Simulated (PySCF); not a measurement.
Compound: C4H7B.
SMILES: `B[C@H]1C=CC1`

The closed-shell ground state was solved at several levels (PySCF, density fitting, gas phase, non-relativistic). The structure is a single PBE0-D3(BJ)/def2-SVP conformer in the gas phase; no vibrational or solvent corrections.

```tsv
level	basis functions	total energy (Eh)	HOMO (eV)	LUMO (eV)	gap (eV)	dipole (D)
B3LYP/pcJ-1	205	-181.4141	-6.87	-1.54	5.33	0.58
PBE0/pcSseg-1	120	-181.1425	-7.11	-1.30	5.81	0.56
CAM-B3LYP/def2-SVPD	156	-181.1564	-8.42	-0.21	8.21	0.59
```

(1) What might CAM-B3LYP/pcSseg-2 (278 basis functions) give for the same quantities?

(2) Over all these levels, which gives the widest orbital gap and which the narrowest?

(3) How far do the dipole and the HOMO energy spread over the levels?

Results:

(1) Total energy -181.3496 Eh, HOMO -8.40 eV, LUMO -0.28 eV, gap 8.12 eV, dipole 0.57 D.

(2) CAM-B3LYP/def2-SVPD (range-separated hybrid) has the widest, 8.21 eV, and B3LYP/pcJ-1 (global hybrid, 20 % exact exchange) the narrowest, 5.33 eV. Functional and basis both differ between the two, so the spread mixes both effects.

(3) The dipole runs from 0.56 to 0.59 D (mean 0.57 D) and the HOMO from -8.42 to -6.87 eV.
